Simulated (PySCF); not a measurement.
PySCF input for Cl₃Si, SMILES [Si](Cl)(Cl)Cl (connectivity only; charge and spin as stated), charge +1, multiplicity 1, C-PCM-ωB97X/def2-SVP. Coordinates come from a PBE0-D3(BJ)/def2-SVP optimisation. The spin state was assumed, not searched. The isomer is the one that the SMILES or the coordinates give; other isomers of the formula were not compared.

```python
import numpy as np
from pyscf import gto, scf, dft
from pyscf.solvent import pcm

mol = gto.M(
    atom='''
    Cl    1.96285348   -0.00000000   -0.00000000
    Si    0.00000000   -0.00000000    0.00000000
    Cl   -0.98142674   -1.69988098   -0.00000000
    Cl   -0.98142674    1.69988098   -0.00000000
    ''',
    basis='def2-SVP',
    charge=1,
    spin=0,
    max_memory=1600,
    verbose=3,
)
mf = dft.RKS(mol, xc='wb97x').density_fit(auxbasis='def2-universal-jkfit')
mf.grids.level = 3
mf.conv_tol = 1e-9
mf.max_cycle = 100
mf.kernel()
res = {}
for name, eps in {'water': 78.355, 'acetonitrile': 35.688, 'chloroform': 4.7113}.items():
    s = mf.PCM()
    s.with_solvent.method, s.with_solvent.eps, s.with_solvent.lebedev_order = 'C-PCM', eps, 29
    s.kernel(mf.make_rdm1())
    res[name] = (s.e_tot, eps, s.dip_moment(), s.mo_energy, s.converged)
    print(f'{name}: electrostatic solvation free energy {(s.e_tot - mf.e_tot) * 627.509474:.3f} kcal/mol')
```

Output:

```
converged SCF energy = -1669.36353392418

WARN: PCM is an experimental feature. It is still in testing.
Features and APIs may be changed in the future.

converged SCF energy = -1669.45300255437

WARN: System has nonzero charge 1; the dipole moment is origin-dependent.
Location of origin: [0. 0. 0.]

Dipole moment(X, Y, Z, Debye):  0.00036,  0.00000,  0.00000
water: electrostatic solvation free energy -56.142 kcal/mol

WARN: PCM is an experimental feature. It is still in testing.
Features and APIs may be changed in the future.

converged SCF energy = -1669.45160873417

WARN: System has nonzero charge 1; the dipole moment is origin-dependent.
Location of origin: [0. 0. 0.]

Dipole moment(X, Y, Z, Debye):  0.00035,  0.00000, -0.00000
acetonitrile: electrostatic solvation free energy -55.268 kcal/mol

WARN: PCM is an experimental feature. It is still in testing.
Features and APIs may be changed in the future.

converged SCF energy = -1669.43480873175

WARN: System has nonzero charge 1; the dipole moment is origin-dependent.
Location of origin: [0. 0. 0.]

Dipole moment(X, Y, Z, Debye):  0.00026,  0.00000, -0.00000
chloroform: electrostatic solvation free energy -44.726 kcal/mol
```

The run converged.
